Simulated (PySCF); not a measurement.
Mapped SMILES: `[CH3:1][C:2]([CH3:3])([CH3:4])[c:5]1[cH:6][n:7][cH:8][n:9][n:10]1`. Each H is labelled by its parent atom.

Level of theory: GFN2-xTB geometry, shielding tensors at PBE0/pcSseg-1 (GIAO), in PySCF (no solvent model, single conformer, no relativistic terms, averaged over atoms made equivalent by symmetry, fast rotation or ring inversion).

Predict the 2D correlation tables (HSQC, COSY, HMBC).

Results:



HSQC (one-bond C–H):
```
                      δH               δC
           10.00 (H(C8))       162.0 (C8)
            8.96 (H(C6))       153.0 (C6)
1.52 (H(C1)/H(C3)/H(C4))  31.8 (C1/C3/C4)
```

HMBC (two and three bonds, from the bond graph):
```
                      δH                                      δC
           10.00 (H(C8))                              153.0 (C6)
            8.96 (H(C6))       175.0 (C5), 162.0 (C8), 38.3 (C2)
1.52 (H(C1)/H(C3)/H(C4))  175.0 (C5), 38.3 (C2), 31.8 (C1/C3/C4)
```

No COSY cross peaks are expected.

Scale: $^{1}$H and $^{13}$C vs TMS (reference shieldings calculated alike).

Short H···H contacts in this conformer between protons four or more bonds apart (candidates for NOE cross peaks, intensity ∝ r⁻⁶): H(C3)···H(C6) 2.39 Å.

Shifts are as computed. Against solution values, carbons near 30 ppm lie about +3 ppm off and those near 130 ppm about +5 ppm. Of 1211 compounds with measured shifts, 218 miss one by over three times the rms of a fit or turn the order of signals round; such compounds aren't used in these exercises.
